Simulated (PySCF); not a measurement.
CHBClF3.

```xyz
7

B      0.8049    -0.5820     0.0000
C      0.0149     0.8155     0.0000
F     -1.3221     0.7202     0.0000
F      0.3692     1.5298     1.0912
F      0.3692     1.5298    -1.0912
Cl    -0.0507    -2.0848     0.0000
H      2.0019    -0.5605     0.0000
```
Charge 0, spin multiplicity 1.

Geometry optimised at B3LYP-D3(BJ)/def2-SVP. This is a generated structure with no PubChem entry under its InChIKey; it may be hypothetical.

All values below come from PBE/pcSseg-1 in PySCF. Non-relativistic, no solvent.

Task: Give the absolute GIAO shielding of each atom: isotropic value and principal components (ppm). (Estimate from the structure and the level; the computed values follow.)

Result: 
```json
[
 {"atom": "B1", "σ(iso)": "30.2", "σ11": "-18.7", "σ22": "7.4", "σ33": "102.0", "span": "120.8"},
 {"atom": "C2", "σ(iso)": "45.3", "σ11": "33.5", "σ22": "41.3", "σ33": "61.2", "span": "27.6"},
 {"atom": "F3", "σ(iso)": "249.7", "σ11": "159.9", "σ22": "262.9", "σ33": "326.3", "span": "166.4"},
 {"atom": "F4", "σ(iso)": "231.5", "σ11": "136.6", "σ22": "254.7", "σ33": "303.3", "span": "166.7"},
 {"atom": "F5", "σ(iso)": "231.5", "σ11": "136.6", "σ22": "254.7", "σ33": "303.3", "span": "166.7"},
 {"atom": "Cl6", "σ(iso)": "574.6", "σ11": "181.0", "σ22": "475.1", "σ33": "1067.5", "span": "886.5"},
 {"atom": "H7", "σ(iso)": "24.7", "σ11": "23.5", "σ22": "24.3", "σ33": "26.4", "span": "2.9"}
]
```
